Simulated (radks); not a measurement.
The numbers below are computed, except where a source is named.
Task: Numerical settings for neutral terbium, [Xe] 4f9 6s2. Code: a radial shooting solver on a logarithmic mesh with Libxc functionals. Model: scalar-relativistic Kohn-Sham, BLYP, spin-polarised, spherical densities, point nucleus; open shells are filled with parallel spins first (spin-orbit coupling, left out, can overturn this in heavy ions). The defaults (mesh step 0.008 in ln r, mesh end at 40 bohr or more with all orbitals vanishing there, Anderson mixing 0.5 over 9 steps, residual threshold near 1e-9 with the energy settled to 1e-9 hartree or 1e-11 of itself, here a cap of 86 iterations) give E = -11709.9336 hartree and 4f at -0.701 eV in 24 iterations. Run on one thread of a shared host, so times are rough (Arm Neoverse N1): 0.64 s of CPU time, 0.64 s wall, 24 iterations on 2728 mesh points. One setting is changed at a time: mesh step in ln r 0.05; mesh step in ln r 0.08; mesh step in ln r 0.12; mesh end (bohr) 2; mesh end (bohr) 3; residual threshold 1e-05; residual threshold 0.01; mixing 0.05; linear mixing, mixing 0.8; linear mixing, mixing 0.5; mixing history 2; iteration cap 2. Which runs fail to converge, and which converge to a wrong energy?

Result: Not converged within the cap: mesh step in ln r 0.08; mesh step in ln r 0.12; mixing 0.05; linear mixing, mixing 0.8; linear mixing, mixing 0.5; iteration cap 2. Settled on a wrong energy, with an occupied level pushed above zero by the early mesh end: mesh end (bohr) 2 (+21.9 hartree); mesh end (bohr) 3 (+3.56 hartree). Apart from these: no run marked as converged misses the energy by more than 1 mhartree.
